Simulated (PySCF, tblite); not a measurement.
Isomers of C4H4F4O, one GFN2-xTB conformer each. Single-point energies are computed at PBE0/pcSseg-1 (PySCF, gas phase, no added dispersion term), electronic only.

Question: Rank them by PBE0/pcSseg-1 energy, lowest first (kJ/mol).
A. `[CH2:1]=[C:2]([O:3][CH2:4][F:5])[C:6]([F:7])([F:8])[F:9]` with C1–C2–O3–C4 -1°, C2–O3–C4–F5 180°
B. `[O:1]=[C:2]([F:3])[CH2:4][CH2:5][C:6]([F:7])([F:8])[F:9]` with O1–C2–C4–C5 15°, C2–C4–C5–C6 85°

Answer: B (0.0), A (177.9).

As drawn, the lower has a C=O bond, which the higher lacks; the higher has a C=C bond outside aromatic rings, which the lower lacks. GFN2-xTB itself gives, in the same order: 0.0, 113.6. Both levels put the same isomer lowest.

Which frontier levels, dipoles and rotational constants go with these structures?

```tsv
SMILES	HOMO (eV, PBE0/pcSseg-1)	LUMO (eV)	dipole (D)	A, B, C (MHz)
O=C(F)CCC(F)(F)F	-9.39	-0.68	3.42	3267, 926.6, 882.6
C=C(OCF)C(F)(F)F	-7.95	-0.46	3.59	3066, 941.0, 827.6
```

What happens when harmonic zero-point energies from GFN2-xTB frequencies are added?

```json
{"SMILES": "O=C(F)CCC(F)(F)F", "ZPE (kJ/mol)": "208.9", "electronic (kJ/mol)": "0.0", "with ZPE (kJ/mol)": "0.0"}
{"SMILES": "C=C(OCF)C(F)(F)F", "ZPE (kJ/mol)": "205.9", "electronic (kJ/mol)": "177.9", "with ZPE (kJ/mol)": "175.0"}
```

The zero-point energies span 3.0 kJ/mol. The order is unchanged.
